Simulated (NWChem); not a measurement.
Molecule: CH3BaFN2

```xyz
8

Ba     0.3053    -0.5058     0.0000
F     -1.1190    -2.2477     0.0000
C     -0.3994     2.4409     0.0000
N     -0.2180     1.8246    -1.1571
N     -0.2180     1.8246     1.1571
H     -0.7207     3.5058     0.0000
H     -0.4271     2.4298    -1.9441
H     -0.4271     2.4298     1.9441
```
Atoms are numbered in this order, from 1.

Computed with NWChem. All runs use the structure optimised with PBE0/def2-SVP. def2 effective core potentials on Ba; no spin-orbit coupling. B3LYP is NWChem's, with the RPA form of VWN correlation. Vertical excitations in the gas phase; the lowest state need not have the same character in each row.

Question: Among these, which level gives the highest value of “lowest excitation, singlet (eV)”?
A) PBE0/def2-SVP, TDA
B) PBE/def2-SVP, TDA
C) B3LYP/def2-SVP, TDA

Answer: A, PBE0/def2-SVP, TDA. Values: PBE/def2-SVP, TDA 2.98; B3LYP/def2-SVP, TDA 3.41; PBE0/def2-SVP, TDA 3.73
